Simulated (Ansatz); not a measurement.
Consider the ligand exchange at a B–S bond: `BSCO` + `C[NH][GeH3]` → `B[N](C)[GeH3]` + `OCS`.

Program: Ansatz. Geometries: PBE0-D4/def2-TZVP. ΔE: electronic, gas phase. CCSD(T)/CBS adds triple-zeta CCSD(T) − MP2 to the extrapolated MP2 energy (def2 sets, frozen cores). For Ge outer-core shells are correlated without core-valence functions, which leaves a few kJ/mol of doubt a bond. Scalar relativity is left out up to krypton. Each species was taken in one conformer, which may not be the lowest.

| level | ΔE (kcal/mol) |
| --- | --- |
| MP2/def2-SVP | -12.1 |
| CCSD/def2-SVP | -12.3 |

What does CCSD(T)/CBS give? (Estimate.)

Computed: -10.8 kcal/mol. The listed levels differ from it by -1.3, -1.5 kcal/mol.

Largest T1 diagnostic among the species: 0.014.

From BLYP to BHLYP (50 % exact exchange), in def2-TZVPP and without D4, ΔE moves by −1.6 kcal/mol. Leaving LDA and LC-ωPBE aside and taking each functional with its dispersion term where it has one, the values, not all of them listed here, spread over 3.5 kcal/mol, from CAM-B3LYP-D4 to revPBE-D4. LDA lies −2.2 kcal/mol from PBE without D4.
